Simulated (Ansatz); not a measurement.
GeI₂, charge -1, doublet, geometry from GFN2-xTB (a state made from the parent by changing its charge; the spin is typed, not shown lowest) (core potentials on I) (a gas-phase anion, which may not be bound at this level); HF/def2-SVP (Ansatz, a first-principles code).

Input for Ansatz:
Ansatz 0.2 input:
```yaml
crystal:
  periodic: [false, false, false]
  atoms:
    - {symbol: Ge, position_ang: [0.00262673, -0.01192623, 1.28932309]}
    - {symbol: I, position_ang: [1.10279430, -1.88448564, -0.40894272]}
    - {symbol: I, position_ang: [-1.10438024, 1.89168638, -0.36951650]}
basis:
  gaussian:
    orbitals: def2-SVP
hamiltonian:
  xc: hf
total_charge: -1
magnetization: {spin_polarized: true, initial_magnetization: 1}
```

Output, abridged:

```
Functional definition: HF
985 factors; integrals over basis functions are off by at most 2.2e-4 eV
mean field evaluation 1: about -72614.2434 eV, gradient 8.7e0 eV
mean field evaluation 2: about -72614.2900 eV, gradient 8.7e0 eV
mean field evaluation 4: about -72614.9674 eV, gradient 1.3e0 eV
mean field evaluation 8: about -72614.9983 eV, gradient 1.7e-3 eV
mean field -72614.99827850 eV, -2668.5519665212 hartree, gradient 3.5e-5 eV, S^2 0.765793; 0 other end points of the search recorded, 0 dependent functions left out
reference -72614.99827850 eV, -2668.5519665212 hartree; 42, 41 occupied and 42, 43 virtual orbitals, 985 factors
Total energy: -72614.99827850 eV, -2668.5519665212 hartree
```
